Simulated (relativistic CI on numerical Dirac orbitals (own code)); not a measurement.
# Hyperfine structure of Ta6+, mass number 181

Method of calculation: Dirac-Coulomb-Breit CI, separate exchange-only KLI orbitals for each configuration, QED by a radiative potential, unscaled Slater integrals (own radial code, finite nucleus).

Configurations in the expansion (outside the closed core [Kr] 4d10): 4f13.5s2.5p6, 4f14.5s2.5p5, 4f13.5s2.5p5.5d, 4f12.5s2.5p6.5d, 4f13.5s2.5p5.5f, 4f14.5s.5p6, 4f13.5s.5p6.5d, 4f12.5s2.5p6.6s, 4f13.5s2.5p5.6s, 4f13.5s2.5p5.5g, 4f12.5s2.5p6.6p, 4f13.5s2.5p5.6p. Double excitations out of closed p, d and f shells are left out; levels of such configurations are missing from the list, as are those of other unlisted configurations, and high levels can miss mixing partners.

Nuclear spin I = 7/2, μ = 2.365 μN, Q = 3.17 b (tables of Stone and Pyykkö). The electronic factors are computed for point nuclear moments, without core polarisation or the Bohr-Weisskopf and QED corrections.

| Level | E (eV) | A (MHz) | B (MHz) |
| --- | --- | --- | --- |
| 4f13.5s2.5p6 2F°_7/2 | 0.0000 | 866.7 | -7730 |
| 4f13.5s2.5p6 2F°_5/2 | 1.8946 | 1653 | -7000 |
| 4f14.5s2.5p5 2P°_3/2 | 8.4905 | 3952 | -37300 |
| 4f14.5s2.5p5 2P°_1/2 | 18.0087 | 36570 |  |
| 4f12.5s2.5p6.5d 4F_9/2 | 34.5094 | 805.4 | -5860 |
| 4f12.5s2.5p6.5d 2K_15/2 | 35.3486 | 997.5 | -4590 |
| 4f12.5s2.5p6.5d 4G_11/2 | 35.3887 | 892.2 | -9870 |
| 4f12.5s2.5p6.5d 4F_7/2 | 35.6777 | 990.4 | -2750 |

Levels with J = 0, under 50 % of one LS term, or S terms without an open s electron are left out. Small factors come from cancelling terms and can be off by tens of per cent or more.

At this charge configurations can still be misplaced by up to about 7 % of their energy. Levels and lines within the n = 5 or 6 shells can be off by up to 10 % or somewhat more, and those that change n by about 2 %, since core polarisation is missing. 4 of the 34 excited levels that our extract of the measured tables holds in this range could be paired (the sources list more); they are missed by 9596 cm⁻¹ on average and 16236 at most, and levels without a partner can miss by more. Levels that differ in their count of f electrons can be misplaced by several ten thousand cm⁻¹, since the correlation energy of f electrons is missing or only estimated; rates across such gaps can be off by orders of magnitude.

Q: Give the hyperfine levels of 4f13.5s2.5p6 2F°_7/2 relative to its centre of gravity.

A: With K = F(F + 1) − I(I + 1) − J(J + 1), E = AK/2 + B[¾K(K + 1) − I(I + 1)J(J + 1)]/[2I(2I − 1)J(2J − 1)]: F = 0: -17790, F = 1: -16140, F = 2: -12980, F = 3: -8648, F = 4: -3603, F = 5: 1519, F = 6: 5931, F = 7: 8685 MHz.

LS names give the leading component of a level, which can be under half, so a name can repeat, a term be missing and a line seem to break the LS rules.
